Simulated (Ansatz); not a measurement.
PAsAsAs tetrahedron (As₃P). Charge 0, multiplicity 1. Geometry r2SCAN-D4/def2-SVP, basis def2-TZVP, Ansatz.

```xyz
4

P    -1.203   -0.709   -0.121
As    1.075   -0.790   -0.642
As    0.286    0.192    1.440
As   -0.158    1.307   -0.677
```

| run | HOMO (eV) | LUMO (eV) |
| --- | --- | --- |
| A | -9.43 | 0.85 |
| B | -6.14 | -1.79 |
| C | -7.10 | -1.09 |
| D | -6.43 | -1.75 |
| E | -8.15 | -0.06 |
| F | -6.32 | -2.01 |

LC-ωPBE has ω = 0.4 bohr⁻¹.

Question: The runs used CAM-B3LYP, LC-ωPBE, LDA (SPW92), PBE, PBE0, r2SCAN. Estimate which is which.

Answer: A LC-ωPBE (range-separated); B PBE (0 % exact exchange); C PBE0 (25 % exact exchange); D r2SCAN (0 % exact exchange); E CAM-B3LYP (range-separated); F LDA (SPW92) (0 % exact exchange). Exact exchange lowers occupied and raises empty levels; among semilocal functionals meta-GGAs tend to open the gap a little, and such runs are hard to tell apart. The gap grows from 4.31 eV (LDA (SPW92)) to 10.28 eV (LC-ωPBE).
